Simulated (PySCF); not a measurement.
C2H7AlFN, SMILES C[N](C)[AlH][F].

The structure is a stationary point at PBE-D3(BJ)/def2-SVP. One conformer was computed; it need not be the lowest.

Two levels are set side by side: PBE/def2-TZVP (PySCF) and B3LYP/def2-TZVP (PySCF). Same geometry, gas phase. Differences are taken from unrounded values.

| quantity | B3LYP |
|---|---|
| orbital gap (eV) | 5.78 |
| highest occupied level (eV) | -6.39 |
| lowest empty level (eV) | -0.62 |
| dipole moment (D) | 1.94 |
| mean polarisability (bohr³) | 59.9 |

Q: What does PBE give, and how far is it from B3LYP? (Estimate from the structure and the level; the computed values follow.)

A: 
```csv
quantity,PBE,PBE minus B3LYP
orbital gap (eV),4.21,-1.56
highest occupied level (eV),-5.35,1.04
lowest empty level (eV),-1.14,-0.52
dipole moment (D),1.94,0.00
mean polarisability (bohr³),63.1,3.2
```

Without exact exchange PBE keeps part of each electron's self-repulsion, which lifts occupied levels and narrows the gap. PBE's more diffuse valence density responds more strongly to a field. Differences between two approximate levels are no errors against the true value.

Rough cost on one machine, each run with all the roots and properties that it gave: B3LYP against PBE within a factor of 2.
